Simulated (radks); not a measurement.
Polarisabilities and homonuclear dispersion coefficients (atomic units). Level of theory: non-relativistic Kohn-Sham, LDA (Slater exchange, VWN5 correlation), spin-polarised, spherical densities, point nucleus; open shells are filled with parallel spins first (a radial shooting solver on a logarithmic mesh with Libxc functionals). Response by self-consistent Sternheimer equations with the Hartree and adiabatic LDA kernel. For heavy and open-shell atoms this level of theory can miss by tens of per cent. "Uncoupled" leaves out the induced potential. Quadrupole and octupole values are given only where no p, d or f shell is open. The Sternheimer factor gamma scales a distant field gradient at the nucleus by 1 - gamma.

| species | configuration | alpha1 (bohr^3) | alpha1, uncoupled | alpha2 (bohr^5) | alpha3 (bohr^7) | C6 | C8 | Sternheimer gamma | recommended alpha1 |
|---|---|---|---|---|---|---|---|---|---|
| K | [Ar] 4s1 | 259.4 | 301.5 | 5801 | 183800 | 3299 | 430800 | -7.15 | 289.7 +/- 0.3 |
| Ca+ | [Ar] 4s1 | 69.02 | 86.33 | 2408 | 9167 | 474.5 | 34660 | 16.7 | - |
| Sc2+ | [Ar] 3d1 | 4.942 | 6.483 | - | - | 14.67 | - | - | - |
| Ti3+ | [Ar] 3d1 | 2.306 | 3.303 | - | - | 5.994 | - | - | - |
| V4+ | [Ar] 3d1 | 1.444 | 2.138 | - | - | 3.138 | - | - | - |
| Cr5+ | [Ar] 3d1 | 1.007 | 1.513 | - | - | 1.836 | - | - | - |
| Mn6+ | [Ar] 3d1 | 0.7426 | 1.125 | - | - | 1.151 | - | - | - |
| Fe7+ | [Ar] 3d1 | 0.5682 | 0.8654 | - | - | 0.7574 | - | - | - |
| Co8+ | [Ar] 3d1 | 0.4466 | 0.6821 | - | - | 0.5173 | - | - | - |

Recommended values: Schwerdtfeger and Nagle, table of static dipole polarisabilities (2023 update), measured or computed.
